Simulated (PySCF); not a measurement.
C2H3FSi, SMILES C#C[SiH2]F at its CAM-B3LYP/def2-SVP optimised geometry (Å):

```
7

Si    -1.8044    -0.3121     0.0000
F     -2.3268    -1.0375     1.3492
C      0.0219    -0.3121     0.0000
C      1.2331    -0.3084    -0.0072
H     -2.3087     1.0794     0.0000
H     -2.3086    -1.0794    -1.1610
H      2.3087    -0.3055    -0.0125
```

Calculation: CAM-B3LYP/def2-TZVP (PySCF). Cells within 0.4 Å of a nucleus heavier than hydrogen are left out (blank, or x).

Map of the Laplacian of the electron density (e/bohr⁵), clipped to [-1.50, 1.50] on the plane z = 0.0 Å:

```
|555555555555555555555555555|
|555555555555555555555555555|
|555555555555555555555555555|
|555555555555555555555555555|
|555555555555555555555555555|
|555555555555555555555555555|
|555555555555555555555555555|
|555555555555555555555555555|
|555555555555555555555555555|
|555555455555555555555555555|
|555555014555555555555555555|
|555555334555555555555555555|
|555555457555555555555555555|
|55555579x9443x32xx344555555|
|5555559xx953xxx0xx000555555|
|55555569x9443x3358445555555|
|555555556555555555555555555|
|555555555555555555555555555|
|555555555555555555555555555|
|555555555555555555555555555|
|555555555555555555555555555|
|555555555555555555555555555|
|555555555555555555555555555|
|555555555555555555555555555|
|555555555555555555555555555|
|555555555555555555555555555|
|555555555555555555555555555|
```
Scale: ten equal steps from -1.50 (start of '0') to 1.50 (end of '9'), in the order '0123456789'; x runs from -4.50 to 4.50, y from -4.50 (bottom) to 4.50 (top).
